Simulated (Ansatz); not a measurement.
BF2, SMILES [B+](F)F, charge +1.

Geometry: PBE-D3(BJ)/def2-TZVP.

Two levels are set side by side: PBE/def2-TZVPD (Ansatz, an electronic-structure program) and CAM-B3LYP/def2-TZVPD (Ansatz). Energy differences of separate SCF runs at the same geometry; the states with an electron removed or added have multiplicity 2 and 2. Differences are taken from unrounded values.

```tsv
quantity	CAM-B3LYP	PBE	PBE minus CAM-B3LYP
vertical ionisation energy (eV)	26.30	25.57	-0.72
vertical electron affinity (eV)	6.36	6.37	0.01
vertical singlet–triplet gap (eV)	11.28	10.57	-0.71
```
